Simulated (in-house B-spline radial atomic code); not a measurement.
A fraction x of an electron is removed from 3d in Rh IV (Rh3+), starting from [Kr] 4d6 and keeping the highest spin. All numbers are computed (scalar-relativistic (X2C) Hartree-Fock with fractional occupations, spin-polarised, spherical fractional occupations; Fermi nucleus of rms radius 4.4945 fm) with a B-spline radial code for spherical atoms, not measured.

Caution: exact exchange at fractional occupations of open shells leaves self-interaction of up to several eV.

```
   x  E(x) - E(0) (eV)  3d down level (eV)
   0            0.0000            -370.226
0.02            7.4096            -370.732
0.25           93.3522            -376.613
0.34                 ?                   ?
0.46          173.0134            -382.080
 0.5          188.3176            -383.132
0.51          192.1503            -383.395
0.72                 ?                   ?
0.82          312.2787            -391.659
0.93          355.5247            -394.635
   1          383.2159            -396.542
```

(1) What belongs in the row x = 0.34?

(2) What belongs in the row x = 0.72?

(3) Check Janak's theorem between x = 0.02 and 0.25.

Results:

(1) An energy change of 127.3522 eV; 3d down at -378.945 eV.

(2) An energy change of 273.2474 eV; 3d down at -388.972 eV.

(3) The slope of the energy is 373.66 eV; the orbital levels give 373.67 eV (-ε of the emptying orbital, averaged over the two points).
